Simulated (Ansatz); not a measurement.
A geometry relaxed with PBE0-D3(BJ)/def2-TZVP run with Ansatz (a first-principles code), charge 0, multiplicity 2:

```xyz
4

Si    -0.0003    -0.0011     0.4246
F     -0.4445     1.4081    -0.1383
F      1.4415    -0.3185    -0.1412
F     -0.9967    -1.0885    -0.1451
```

Problem. Write the SMILES of this molecule.

Solution. `F[Si](F)F`
